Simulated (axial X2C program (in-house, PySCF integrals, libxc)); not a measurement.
The numbers below are computed, except where a source is named.
## NaSb⁺: input and output

Program: an axial X2C code built on PySCF integrals.

Input file and command:
```json
{"zs": [51, 11], "q": 1, "bas": ["dyall-cv3z", "dyall-cv3z"], "levels": ["PBE0", "HF", "B3LYP"], "cc": true, "r0": 2.95, "thr": -1.0, "nmax": 90, "npts": 10, "nst": 2, "ntry": 6}
```
```bash
python so2c.py task.json out
```

Keys: zs atomic numbers; q charge; bas basis sets; levels methods; cc coupled cluster on or off; r0 starting distance in Å; thr threshold in hartree for freezing inner shells (an s shell follows its p shell); nmax most natural virtual spinors; npts points on the curve; nst determinants followed; ntry starts of the search. HF also brings MP2.

Output of the HF step, without spin–orbit coupling, at R = 3.291 Å for the state M_S = 3/2, Λ = 0. It starts from PBE0 orbitals of this distance.

```
spin-free X2C-1e  HF
basis functions 196  fitting functions 974  grid points 5089
iter        total energy     max residual
   1      -6639.917441980     3.45e-01
   2      -6639.937066790     5.64e-03
   3      -6639.937463341     8.12e-04
   4      -6639.937507919     5.70e-04
   5      -6639.937519234     3.68e-04
   6      -6639.937525482     2.40e-04
   7      -6639.937528243     1.11e-04
   8      -6639.937528810     2.86e-05
   9      -6639.937528861     8.64e-06
  10      -6639.937528869     3.69e-06
  11      -6639.937528869     1.85e-06
converged
one-electron -9297.47391226  Coulomb 2750.70054181  exact exchange -183.37030104  xc functional 0.00000000  nuclear repulsion 90.20614261
correlated 5  virtual 281  natural virtual 53  E(MP2) -0.062092884  MP2 remainder -0.001470635
iter   CCSD correlation   residual
   1     -0.070579775   7.48e-02
   2     -0.073121075   2.04e-02
   3     -0.073233487   3.76e-03
   4     -0.073232408   7.45e-04
   5     -0.073230004   1.94e-04
   6     -0.073231962   6.34e-05
   7     -0.073231467   1.04e-05
   8     -0.073231543   2.16e-06
   9     -0.073231540   5.71e-07
(T) -0.002487147  T1 0.0065  D1 0.0101  max T2 0.071
```
Energies are in hartree; totals compare only within one Hamiltonian and basis. T1 in the output is the amplitude norm over the root of the electron number; divide by √2 for the Lee–Taylor value.
